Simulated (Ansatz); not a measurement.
`C[SiH2]CC=S` + `C=N` → `C=N[SiH2]C` + `CC=S` at 700 K and 1 bar (ligand exchange at the Si–C bond).

Computed with Ansatz on PBE0-D4/def2-TZVP structures; ΔE is electronic, products minus reactants. CBS: MP2 limit from def2 TZ/QZ plus the TZ coupled-cluster correction, frozen cores. This one scheme is used for every species. One conformer a species, not always the lowest.

```csv
species,CCSD(T)/CBS energy (Eh),H − E (kJ/mol),S (J/(mol·K))
`C[SiH2]CC=S`,-805.81804,346.9,497.7
`C=N`,-94.52360,135.6,268.6
`C=N[SiH2]C`,-424.09492,294.3,431.7
`CC=S`,-476.26007,186.0,338.2
```

H − E and S are ideal-gas, rigid-rotor, harmonic terms from PBE0-D4/def2-TZVP, for one conformer and one mirror image of each species. 1 Eh = 2625.50 kJ/mol, R = 8.31446 J/(mol·K).

Q: By hand: ΔE, ΔH, ΔS and ΔG.

A: ΔE = (-424.09492) + (-476.26007) − (-805.81804) − (-94.52360) = -0.01335 Eh = -35.1 kJ/mol. Δ(H − E) = 294.3 + 186.0 − 346.9 − 135.6 = -2.2, so ΔH = -37.3 kJ/mol. ΔS = 431.7 + 338.2 − 497.7 − 268.6 = 3.6 J/(mol·K). ΔG = -37.3 − 700 × (3.6)/1000 = -39.8 kJ/mol.

Q: By hand: the equilibrium constant, and the temperature at which ΔG would vanish if ΔH and ΔS stayed fixed.

A: log₁₀ K = −ΔG/(RT ln 10) = 3.0. ΔH and −TΔS have one sign here, so there is no such temperature. One of them is within its doubt of zero, so this could turn.

The number of gas molecules stays the same, so ΔS is small and ΔH decides. A doubt of 5 kJ/mol in ΔE shifts log₁₀ K by 0.4 here. Other conformers and mirror images would add mixing entropy, several J/(mol·K) or more a flexible species. Modes under 60 cm⁻¹, often nearly free rotors, make the harmonic entropy too high. These are equilibria of isolated gas molecules and say nothing of rates. Largest T1 diagnostic: 0.016 (customary marks: 0.02 for closed shells, 0.045 for open ones).
